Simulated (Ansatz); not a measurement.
NbF5. Charge 0, multiplicity 1. Geometry r2SCAN-D4/def2-SVP, basis def2-TZVP, Ansatz.

```tsv
atom	x (Å)	y (Å)	z (Å)
Nb1	0.000	0.000	0.000
F2	0.936	0.343	1.584
F3	-0.936	-0.343	-1.584
F4	-1.360	-0.772	0.971
F5	1.400	-1.030	-0.604
F6	-0.041	1.803	-0.367
```

```json
{"run": "A", "HOMO (eV)": "-17.79", "LUMO (eV)": "0.10"}
{"run": "B", "HOMO (eV)": "-12.31", "LUMO (eV)": "-3.55"}
{"run": "C", "HOMO (eV)": "-14.40", "LUMO (eV)": "-2.74"}
{"run": "D", "HOMO (eV)": "-10.75", "LUMO (eV)": "-4.23"}
{"run": "E", "HOMO (eV)": "-14.85", "LUMO (eV)": "-1.23"}
{"run": "F", "HOMO (eV)": "-12.71", "LUMO (eV)": "-3.56"}
```

In the def2 sets Nb takes a core potential; there is no spin–orbit coupling.

Task: The runs used BHLYP, HF, PBE0, r2SCAN, r2SCAN0, ωB97X-V. Estimate which is which.

Result: A HF (100 % exact exchange); B PBE0 (25 % exact exchange); C BHLYP (50 % exact exchange); D r2SCAN (0 % exact exchange); E ωB97X-V (range-separated); F r2SCAN0 (25 % exact exchange). Exact exchange lowers occupied and raises empty levels; among semilocal functionals meta-GGAs tend to open the gap a little, and such runs are hard to tell apart. The gap grows from 6.52 eV (r2SCAN) to 17.90 eV (HF).
